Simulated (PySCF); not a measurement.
# Correlation energy of Kr (krypton, neutral)

Starting occupation: [Kr]. Computed with PySCF 2.14 in x2c-QZVPPall-2c (11s10p5d4f1g, 103 functions), with X2C-1e with screened-nucleus spin-orbit coupling, Gaussian nucleus. Frozen: [Ne]; 26 electrons correlated; the 8 highest virtual spinors left out.

MP2 pair energies summed by pair of shells (mhartree):

| pair | energy | share (%) |
| --- | --- | --- |
| 3d3/2-3d5/2 | -185.66 | 19.2 |
| 3d5/2-3d5/2 | -129.66 | 13.4 |
| 4p3/2-4p3/2 | -61.37 | 6.3 |
| 4p1/2-4p3/2 | -60.99 | 6.3 |
| 3d5/2-3p3/2 | -60.11 | 6.2 |
| 3d3/2-3d3/2 | -55.37 | 5.7 |
| 3d3/2-3p3/2 | -41.78 | 4.3 |
| 3d5/2-4p3/2 | -32.90 | 3.4 |
| 4p3/2-4s1/2 | -32.15 | 3.3 |
| 3d5/2-3p1/2 | -31.61 | 3.3 |
| 3d5/2-3s1/2 | -27.22 | 2.8 |
| 3d3/2-4p3/2 | -21.40 | 2.2 |
| 3p1/2-3p3/2 | -20.38 | 2.1 |
| 3p3/2-3p3/2 | -20.34 | 2.1 |
| 3d3/2-3p1/2 | -19.31 | 2.0 |
| 3d3/2-3s1/2 | -18.16 | 1.9 |
| 3d5/2-4s1/2 | -17.79 | 1.8 |
| 3d5/2-4p1/2 | -17.14 | 1.8 |
| 4p1/2-4s1/2 | -16.24 | 1.7 |
| 4p1/2-4p1/2 | -15.42 | 1.6 |
| 3p3/2-3s1/2 | -11.83 | 1.2 |
| 3d3/2-4s1/2 | -11.71 | 1.2 |
| 3d3/2-4p1/2 | -11.57 | 1.2 |
| 4s1/2-4s1/2 | -8.39 | 0.9 |
| 3p3/2-4p3/2 | -6.10 | 0.6 |
| 3p1/2-3s1/2 | -5.99 | 0.6 |
| 3p1/2-3p1/2 | -5.13 | 0.5 |
| 3p3/2-4s1/2 | -5.07 | 0.5 |
| 3p3/2-4p1/2 | -3.55 | 0.4 |
| 3s1/2-3s1/2 | -3.49 | 0.4 |

Total MP2 correlation energy: -968.69 mhartree.

This basis was not built for core-valence correlation, so the inner-shell part is incomplete.
